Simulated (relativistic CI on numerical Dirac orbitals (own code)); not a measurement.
# Hyperfine structure of Nb4+, mass number 93

Computed by Dirac-Coulomb-Breit CI, orbitals from a KLI potential per configuration, model QED, valence Slater integrals scaled by 0.85, P86 correlation energy added to each configuration (own radial code, finite nucleus).

Configuration list (outside the closed core [Ar] 3d10 4s2): 4p6 4d, 4p6 5s, 4p6 4f, 4p6 5p, 4p5 4d2, 4p6 5d, 4p6 6s, 4p6 6p, 4p6 5f, 4p6 6d, 4p6 7s, 4p6 5g, 4p6 7p, 4p5 4d 4f, 4p6 6f. Double excitations out of closed p, d and f shells are left out; levels of such configurations are missing from the list, as are those of other unlisted configurations, and high levels can miss mixing partners.

Nuclear spin I = 9/2, μ = 6.163 μN, Q = -0.32 b (tables of Stone and Pyykkö). The electronic factors are computed for point nuclear moments, without core polarisation; leaving it out makes A of s and p electrons in near-neutral atoms 20 to 40 % too small, and it can dominate for d and f shells.

```csv
Level,E (cm⁻¹),A (MHz),B (MHz)
4p6 4d 2D_3/2,0.0,978.7,-142
4p6 4d 2D_5/2,1727.9,408,-194
4p6 5s 2S_1/2,82623.2,17280,
4p6 5p 2P°_1/2,134848.4,4180,
4p6 5p 2P°_3/2,138241.5,718.3,-318
4p6 5d 2D_3/2,215175.2,223.1,-32.8
4p6 5d 2D_5/2,215702.6,94.06,-45.1
4p6 4f 2F°_5/2,224169.0,46.72,14.5
```

Levels with J = 0, under 50 % of one LS term, or S terms without an open s electron are left out. Small factors come from cancelling terms and can be off by tens of per cent or more.

At this charge configurations can still be misplaced by up to about 7 % of their energy. 7 of the 7 excited levels that our extract of the measured tables holds in this range could be paired (the sources list more); they are missed by 4005 cm⁻¹ on average and 6694 at most, and levels without a partner can miss by more.

(1) Give the hyperfine levels of 4p6 4d 2D_3/2 relative to its centre of gravity.

Results:

(1) With K = F(F + 1) − I(I + 1) − J(J + 1), E = AK/2 + B[¾K(K + 1) − I(I + 1)J(J + 1)]/[2I(2I − 1)J(2J − 1)]: F = 3: -8139, F = 4: -4130, F = 5: 793.2, F = 6: 6571 MHz.

LS names give the leading component of a level, which can be under half, so a name can repeat, a term be missing and a line seem to break the LS rules.
